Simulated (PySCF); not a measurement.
CH2N, charge +1, singlet, geometry from GFN2-xTB; PBE0/cc-pVTZ (PySCF).

PySCF was given this input:
```python
from pyscf import gto, scf, dft

mol = gto.Mole()
mol.atom = '''
    C    -0.000000   -0.000000   -0.600338
    N     0.000000    0.000000    0.532667
    H    -0.000000   -0.000000   -1.674882
    H     0.000000    0.000000    1.548240
'''
mol.basis = 'cc-pvtz'
mol.charge = 1
mol.spin = 0
mol.verbose = 4
mol.build()

mf = dft.RKS(mol)
mf.xc = 'pbe0'
mf.diis = False
mf.damp = 0.3
mf.diis_start_cycle = 200
mf.max_cycle = 150
mf.kernel()
```

Problem. What does PySCF print? Leave out banner, timings and long lists.

Solution. 
```
PySCF version 2.14.0

[INPUT] verbose = 4
[INPUT] num. atoms = 4
[INPUT] num. electrons = 14
[INPUT] charge = 1
[INPUT] spin (= nelec alpha-beta = 2S) = 0
[INPUT] symmetry False subgroup None
[INPUT] Mole.unit = angstrom
[INPUT] Symbol           X                Y                Z      unit          X                Y                Z       unit  Magmom
[...]
nuclear repulsion = 29.538527809646
number of shells = 30
number of NR pGTOs = 116
number of NR cGTOs = 88
basis = cc-pvtz
ecp = {}

******** <class 'pyscf.dft.rks.RKS'> ********
method = RKS
initial guess = minao
damping factor = 0.3
level_shift factor = 0
DIIS disabled
SCF conv_tol = 1e-09
SCF conv_tol_grad = None
SCF max_cycles = 150
direct_scf = True
direct_scf_tol = 1e-13
XC library pyscf.dft.libxc version 7.1.2
    S. Lehtola, C. Steigemann, M. J. T. Oliveira, and M. A. L. Marques,  SoftwareX 7, 1–5 (2018)
XC functionals = pbe0
    C. Adamo and V. Barone,  J. Chem. Phys. 110, 6158 (1999)
    M. Ernzerhof and G. E. Scuseria,  J. Chem. Phys. 110, 5029 (1999)
radial grids:
    Treutler-Ahlrichs [JCP 102, 346 (1995); DOI:10.1063/1.469408] (M4) radial grids

becke partition: Becke, JCP 88, 2547 (1988); DOI:10.1063/1.454033
pruning grids: <function nwchem_prune>
grids dens level: 3
symmetrized grids: False
atomic radii adjust function: <function treutler_atomic_radii_adjust>
small_rho_cutoff = 0
Set gradient conv threshold to 3.16228e-05
Initial guess from minao.
tot grids = 47640
init E= -94.1569952123917
[...]
cycle= 1 E= -93.61197003863  delta_E= 0.545  |g|= 0.217  |ddm|= 1.32
[...]
cycle= 2 E= -93.6208180433463  delta_E= -0.00885  |g|= 0.143  |ddm|= 0.179
[...]
cycle= 3 E= -93.6187039988713  delta_E= 0.00211  |g|= 0.178  |ddm|= 0.118
[...]
cycle= 4 E= -93.6143270616885  delta_E= 0.00438  |g|= 0.23  |ddm|= 0.15
[...]
cycle= 5 E= -93.6080781462078  delta_E= 0.00625  |g|= 0.289  |ddm|= 0.189
[...]
cycle= 6 E= -93.5966174961694  delta_E= 0.0115  |g|= 0.372  |ddm|= 0.24
[...]
cycle= 7 E= -93.5816454037999  delta_E= 0.015  |g|= 0.459  |ddm|= 0.303
[...]
cycle= 8 E= -93.5523152062496  delta_E= 0.0293  |g|= 0.592  |ddm|= 0.382
[...]
cycle= 9 E= -93.519570517675  delta_E= 0.0327  |g|= 0.712  |ddm|= 0.476
[...]
cycle= 10 E= -93.4498327550824  delta_E= 0.0697  |g|= 0.911  |ddm|= 0.59
[...]
cycle= 11 E= -93.3914349842504  delta_E= 0.0584  |g|= 1.05  |ddm|= 0.718
[...]
cycle= 12 E= -93.2517694770666  delta_E= 0.14  |g|= 1.31  |ddm|= 0.862
[...]
cycle= 13 E= -93.1834815335239  delta_E= 0.0683  |g|= 1.44  |ddm|= 1.01
[...]
cycle= 14 E= -92.9733462221298  delta_E= 0.21  |g|=  1.7  |ddm|= 1.15
[...]
cycle= 15 E= -92.9463631516284  delta_E= 0.027  |g|= 1.78  |ddm|= 1.27
[...]
cycle= 16 E= -92.7129561169594  delta_E= 0.233  |g|= 1.98  |ddm|= 1.38
[...]
cycle= 17 E= -92.7622200701752  delta_E= -0.0493  |g|=    2  |ddm|= 1.46
[...]
cycle= 18 E= -92.5439447762531  delta_E= 0.218  |g|= 2.13  |ddm|= 1.51
[...]
cycle= 19 E= -92.6564651373804  delta_E= -0.113  |g|= 2.11  |ddm|= 1.56
[...]
cycle= 20 E= -92.4571290127189  delta_E= 0.199  |g|=  2.2  |ddm|= 1.58
[...]
cycle= 21 E= -92.6054157565013  delta_E= -0.148  |g|= 2.17  |ddm|=  1.6
[...]
cycle= 22 E= -92.417364464558  delta_E= 0.188  |g|= 2.23  |ddm|= 1.62
[...]
cycle= 23 E= -92.5826450410292  delta_E= -0.165  |g|= 2.19  |ddm|= 1.63
[...]
cycle= 24 E= -92.4000008160097  delta_E= 0.183  |g|= 2.25  |ddm|= 1.63
[...]
cycle= 25 E= -92.5728058725245  delta_E= -0.173  |g|=  2.2  |ddm|= 1.63
[...]
cycle= 26 E= -92.3925600718322  delta_E= 0.18  |g|= 2.25  |ddm|= 1.64
[...]
cycle= 27 E= -92.568607018357  delta_E= -0.176  |g|=  2.2  |ddm|= 1.64
[...]
cycle= 28 E= -92.3893951687682  delta_E= 0.179  |g|= 2.25  |ddm|= 1.64
[...]
cycle= 29 E= -92.5668240345709  delta_E= -0.177  |g|= 2.21  |ddm|= 1.64
[...]
cycle= 30 E= -92.3880530300119  delta_E= 0.179  |g|= 2.25  |ddm|= 1.64
[...]
cycle= 31 E= -92.5660684464736  delta_E= -0.178  |g|= 2.21  |ddm|= 1.64
[...]
cycle= 32 E= -92.3874845754734  delta_E= 0.179  |g|= 2.25  |ddm|= 1.64
[...]
cycle= 33 E= -92.5657485136753  delta_E= -0.178  |g|= 2.21  |ddm|= 1.64
[...]
cycle= 34 E= -92.3872439345444  delta_E= 0.179  |g|= 2.25  |ddm|= 1.64
[...]
cycle= 35 E= -92.5656130944754  delta_E= -0.178  |g|= 2.21  |ddm|= 1.64
[...]
cycle= 36 E= -92.3871420873537  delta_E= 0.178  |g|= 2.26  |ddm|= 1.64
[...]
cycle= 37 E= -92.5655557834991  delta_E= -0.178  |g|= 2.21  |ddm|= 1.64
[...]
cycle= 38 E= -92.3870989861919  delta_E= 0.178  |g|= 2.26  |ddm|= 1.64
[...]
cycle= 39 E= -92.565531530333  delta_E= -0.178  |g|= 2.21  |ddm|= 1.64
[...]
cycle= 40 E= -92.3870807467232  delta_E= 0.178  |g|= 2.26  |ddm|= 1.64
[...]
cycle= 41 E= -92.5655212670158  delta_E= -0.178  |g|= 2.21  |ddm|= 1.64
[...]
cycle= 42 E= -92.3870730283051  delta_E= 0.178  |g|= 2.26  |ddm|= 1.64
[...]
cycle= 43 E= -92.5655169238916  delta_E= -0.178  |g|= 2.21  |ddm|= 1.64
[...]
cycle= 44 E= -92.3870697621143  delta_E= 0.178  |g|= 2.26  |ddm|= 1.64
[...]
cycle= 45 E= -92.5655150860215  delta_E= -0.178  |g|= 2.21  |ddm|= 1.64
[...]
cycle= 46 E= -92.3870683799695  delta_E= 0.178  |g|= 2.26  |ddm|= 1.64
[...]
cycle= 47 E= -92.5655143082969  delta_E= -0.178  |g|= 2.21  |ddm|= 1.64
[...]
cycle= 48 E= -92.3870677950924  delta_E= 0.178  |g|= 2.26  |ddm|= 1.64
[...]
cycle= 49 E= -92.565513979189  delta_E= -0.178  |g|= 2.21  |ddm|= 1.64
[...]
cycle= 50 E= -92.387067547592  delta_E= 0.178  |g|= 2.26  |ddm|= 1.64
[...]
cycle= 51 E= -92.5655138399218  delta_E= -0.178  |g|= 2.21  |ddm|= 1.64
[...]
cycle= 52 E= -92.3870674428581  delta_E= 0.178  |g|= 2.26  |ddm|= 1.64
[...]
cycle= 53 E= -92.5655137809889  delta_E= -0.178  |g|= 2.21  |ddm|= 1.64
[...]
cycle= 54 E= -92.3870673985383  delta_E= 0.178  |g|= 2.26  |ddm|= 1.64
[...]
cycle= 55 E= -92.5655137560507  delta_E= -0.178  |g|= 2.21  |ddm|= 1.64
[...]
cycle= 56 E= -92.3870673797835  delta_E= 0.178  |g|= 2.26  |ddm|= 1.64
[...]
cycle= 57 E= -92.565513745497  delta_E= -0.178  |g|= 2.21  |ddm|= 1.64
[...]
cycle= 58 E= -92.3870673718471  delta_E= 0.178  |g|= 2.26  |ddm|= 1.64
[...]
[...]
[...]
cycle= 75 E= -92.5655137377585  delta_E= -0.178  |g|= 2.21  |ddm|= 1.64
[...]
cycle= 76 E= -92.3870673660276  delta_E= 0.178  |g|= 2.26  |ddm|= 1.64
[...]
cycle= 77 E= -92.5655137377568  delta_E= -0.178  |g|= 2.21  |ddm|= 1.64
[...]
cycle= 78 E= -92.3870673660259  delta_E= 0.178  |g|= 2.26  |ddm|= 1.64
[...]
cycle= 79 E= -92.5655137377561  delta_E= -0.178  |g|= 2.21  |ddm|= 1.64
[...]
cycle= 80 E= -92.3870673660254  delta_E= 0.178  |g|= 2.26  |ddm|= 1.64
[...]
cycle= 81 E= -92.5655137377558  delta_E= -0.178  |g|= 2.21  |ddm|= 1.64
[...]
cycle= 82 E= -92.3870673660253  delta_E= 0.178  |g|= 2.26  |ddm|= 1.64
[...]
cycle= 83 E= -92.5655137377557  delta_E= -0.178  |g|= 2.21  |ddm|= 1.64
[...]
cycle= 84 E= -92.387067366025  delta_E= 0.178  |g|= 2.26  |ddm|= 1.64
[...]
cycle= 85 E= -92.5655137377553  delta_E= -0.178  |g|= 2.21  |ddm|= 1.64
[...]
cycle= 86 E= -92.3870673660253  delta_E= 0.178  |g|= 2.26  |ddm|= 1.64
[...]
cycle= 87 E= -92.5655137377553  delta_E= -0.178  |g|= 2.21  |ddm|= 1.64
[...]
cycle= 88 E= -92.3870673660255  delta_E= 0.178  |g|= 2.26  |ddm|= 1.64
[...]
cycle= 89 E= -92.5655137377554  delta_E= -0.178  |g|= 2.21  |ddm|= 1.64
[...]
cycle= 90 E= -92.3870673660253  delta_E= 0.178  |g|= 2.26  |ddm|= 1.64
[...]
cycle= 91 E= -92.5655137377553  delta_E= -0.178  |g|= 2.21  |ddm|= 1.64
[...]
cycle= 92 E= -92.3870673660252  delta_E= 0.178  |g|= 2.26  |ddm|= 1.64
[...]
cycle= 93 E= -92.5655137377551  delta_E= -0.178  |g|= 2.21  |ddm|= 1.64
[...]
cycle= 94 E= -92.3870673660254  delta_E= 0.178  |g|= 2.26  |ddm|= 1.64
[...]
cycle= 95 E= -92.5655137377552  delta_E= -0.178  |g|= 2.21  |ddm|= 1.64
[...]
cycle= 96 E= -92.3870673660253  delta_E= 0.178  |g|= 2.26  |ddm|= 1.64
[...]
cycle= 97 E= -92.5655137377553  delta_E= -0.178  |g|= 2.21  |ddm|= 1.64
[...]
cycle= 98 E= -92.3870673660253  delta_E= 0.178  |g|= 2.26  |ddm|= 1.64
[...]
cycle= 99 E= -92.5655137377553  delta_E= -0.178  |g|= 2.21  |ddm|= 1.64
[...]
cycle= 100 E= -92.3870673660254  delta_E= 0.178  |g|= 2.26  |ddm|= 1.64
[...]
cycle= 101 E= -92.5655137377556  delta_E= -0.178  |g|= 2.21  |ddm|= 1.64
[...]
cycle= 102 E= -92.3870673660254  delta_E= 0.178  |g|= 2.26  |ddm|= 1.64
[...]
cycle= 103 E= -92.5655137377554  delta_E= -0.178  |g|= 2.21  |ddm|= 1.64
[...]
cycle= 104 E= -92.3870673660253  delta_E= 0.178  |g|= 2.26  |ddm|= 1.64
[...]
cycle= 105 E= -92.5655137377555  delta_E= -0.178  |g|= 2.21  |ddm|= 1.64
[...]
cycle= 106 E= -92.3870673660251  delta_E= 0.178  |g|= 2.26  |ddm|= 1.64
[...]
cycle= 107 E= -92.5655137377554  delta_E= -0.178  |g|= 2.21  |ddm|= 1.64
[...]
cycle= 108 E= -92.3870673660253  delta_E= 0.178  |g|= 2.26  |ddm|= 1.64
[...]
cycle= 109 E= -92.5655137377554  delta_E= -0.178  |g|= 2.21  |ddm|= 1.64
[...]
cycle= 110 E= -92.3870673660252  delta_E= 0.178  |g|= 2.26  |ddm|= 1.64
[...]
cycle= 111 E= -92.5655137377555  delta_E= -0.178  |g|= 2.21  |ddm|= 1.64
[...]
cycle= 112 E= -92.3870673660253  delta_E= 0.178  |g|= 2.26  |ddm|= 1.64
[...]
cycle= 113 E= -92.5655137377553  delta_E= -0.178  |g|= 2.21  |ddm|= 1.64
[...]
cycle= 114 E= -92.3870673660253  delta_E= 0.178  |g|= 2.26  |ddm|= 1.64
[...]
cycle= 115 E= -92.5655137377556  delta_E= -0.178  |g|= 2.21  |ddm|= 1.64
[...]
cycle= 116 E= -92.3870673660254  delta_E= 0.178  |g|= 2.26  |ddm|= 1.64
[...]
cycle= 117 E= -92.5655137377553  delta_E= -0.178  |g|= 2.21  |ddm|= 1.64
[...]
cycle= 118 E= -92.3870673660252  delta_E= 0.178  |g|= 2.26  |ddm|= 1.64
[...]
cycle= 119 E= -92.5655137377554  delta_E= -0.178  |g|= 2.21  |ddm|= 1.64
[...]
cycle= 120 E= -92.3870673660253  delta_E= 0.178  |g|= 2.26  |ddm|= 1.64
[...]
cycle= 121 E= -92.5655137377555  delta_E= -0.178  |g|= 2.21  |ddm|= 1.64
[...]
cycle= 122 E= -92.3870673660252  delta_E= 0.178  |g|= 2.26  |ddm|= 1.64
[...]
cycle= 123 E= -92.5655137377553  delta_E= -0.178  |g|= 2.21  |ddm|= 1.64
[...]
cycle= 124 E= -92.3870673660251  delta_E= 0.178  |g|= 2.26  |ddm|= 1.64
[...]
cycle= 125 E= -92.5655137377555  delta_E= -0.178  |g|= 2.21  |ddm|= 1.64
[...]
cycle= 126 E= -92.3870673660253  delta_E= 0.178  |g|= 2.26  |ddm|= 1.64
[...]
cycle= 127 E= -92.5655137377554  delta_E= -0.178  |g|= 2.21  |ddm|= 1.64
[...]
cycle= 128 E= -92.3870673660251  delta_E= 0.178  |g|= 2.26  |ddm|= 1.64
[...]
cycle= 129 E= -92.5655137377554  delta_E= -0.178  |g|= 2.21  |ddm|= 1.64
[...]
cycle= 130 E= -92.3870673660252  delta_E= 0.178  |g|= 2.26  |ddm|= 1.64
[...]
cycle= 131 E= -92.5655137377552  delta_E= -0.178  |g|= 2.21  |ddm|= 1.64
[...]
cycle= 132 E= -92.3870673660252  delta_E= 0.178  |g|= 2.26  |ddm|= 1.64
[...]
cycle= 133 E= -92.5655137377555  delta_E= -0.178  |g|= 2.21  |ddm|= 1.64
[...]
cycle= 134 E= -92.3870673660254  delta_E= 0.178  |g|= 2.26  |ddm|= 1.64
[...]
cycle= 135 E= -92.5655137377553  delta_E= -0.178  |g|= 2.21  |ddm|= 1.64
[...]
cycle= 136 E= -92.3870673660253  delta_E= 0.178  |g|= 2.26  |ddm|= 1.64
[...]
cycle= 137 E= -92.5655137377553  delta_E= -0.178  |g|= 2.21  |ddm|= 1.64
[...]
cycle= 138 E= -92.3870673660254  delta_E= 0.178  |g|= 2.26  |ddm|= 1.64
[...]
cycle= 139 E= -92.5655137377552  delta_E= -0.178  |g|= 2.21  |ddm|= 1.64
[...]
cycle= 140 E= -92.3870673660254  delta_E= 0.178  |g|= 2.26  |ddm|= 1.64
[...]
cycle= 141 E= -92.5655137377552  delta_E= -0.178  |g|= 2.21  |ddm|= 1.64
[...]
cycle= 142 E= -92.3870673660254  delta_E= 0.178  |g|= 2.26  |ddm|= 1.64
[...]
cycle= 143 E= -92.5655137377555  delta_E= -0.178  |g|= 2.21  |ddm|= 1.64
[...]
cycle= 144 E= -92.3870673660252  delta_E= 0.178  |g|= 2.26  |ddm|= 1.64
[...]
cycle= 145 E= -92.5655137377552  delta_E= -0.178  |g|= 2.21  |ddm|= 1.64
[...]
cycle= 146 E= -92.3870673660253  delta_E= 0.178  |g|= 2.26  |ddm|= 1.64
[...]
cycle= 147 E= -92.5655137377549  delta_E= -0.178  |g|= 2.21  |ddm|= 1.64
[...]
cycle= 148 E= -92.3870673660252  delta_E= 0.178  |g|= 2.26  |ddm|= 1.64
[...]
cycle= 149 E= -92.5655137377555  delta_E= -0.178  |g|= 2.21  |ddm|= 1.64
[...]
cycle= 150 E= -92.3870673660252  delta_E= 0.178  |g|= 2.26  |ddm|= 1.64
SCF not converged.
SCF energy = -92.3870673660252
```

The run did not converge; its last values are not results.
